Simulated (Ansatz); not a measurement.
Consider the redistribution: `[OH][GaH2]` + `C[Se]CC#N` → `N#[C][GaH][OH]` + `C[Se]C`.

Program: Ansatz. Geometries: PBE0-D4/def2-TZVP. ΔE: electronic, gas phase. CCSD(T)/CBS is the MP2 limit (def2-TZVPP, def2-QZVPP) plus CCSD(T) − MP2 in def2-TZVPP, frozen cores. Functionals use def2-TZVPP. For Ga, Se outer-core shells are correlated without core-valence functions, which leaves a few kJ/mol of doubt a bond. Scalar relativity is left out up to krypton. Each species was taken in one conformer, which may not be the lowest.

Problem. Is it downhill or uphill in electronic energy at CCSD(T)/CBS, and by how much? (Best estimate.)

Solution. Computed: Downhill: ΔE = -0.64 eV.

Problem. What do these levels give: PBE-D4, r2SCAN-D4, ωB97X-V, ωB97M-V, r2SCAN, PBE0, HF/def2-TZVPP, SCS-MP2/def2-TZVPP, MP2/def2-QZVPP, HF/CBS(def2), MP2/CBS(def2), CCSD/CBS(def2)? (Best estimate.)

Solution. The calculation gave: PBE-D4 -0.46, r2SCAN-D4 -0.54, ωB97X-V -0.58, ωB97M-V -0.58, r2SCAN -0.54, PBE0 -0.53, HF/def2-TZVPP -0.71, SCS-MP2/def2-TZVPP -0.67, MP2/def2-QZVPP -0.63, HF/CBS(def2) -0.70, MP2/CBS(def2) -0.63, CCSD/CBS(def2) -0.65 eV.

Largest T1 diagnostic among the species: 0.015.

From PBE to PBE0 (25 % exact exchange), in def2-TZVPP and without D4, ΔE moves by −0.04 eV. In def2-TZVPP, CCSD(T) changes the Hartree–Fock value by +0.05 eV (the triples alone add +0.01 eV) and MP2 by +0.06 eV.
